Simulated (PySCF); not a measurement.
**How methods differ on the ionisation energy of W²⁺**

W²⁺ [Xe] 4f14 5d4 (5D) → W³⁺ [Xe] 4f14 5d3 (4F), as a difference of total energies. All numbers are calculated (PySCF 2.14, the spin-free X2C one-electron Hamiltonian (Gaussian nucleus), in x2c-QZVPPall). The calculations carry no spin-orbit coupling.

```tsv
method	ionisation energy (eV)
UHF	24.784
M06-2X	25.794
r2SCAN0	25.823
```

The reference lies between the lowest fine-structure levels, while these numbers refer to the centres of the terms.

For comparison: 26 ± 0.4 eV (semi-empirical (NIST evaluation); NIST Atomic Spectra Database, ionization energies).
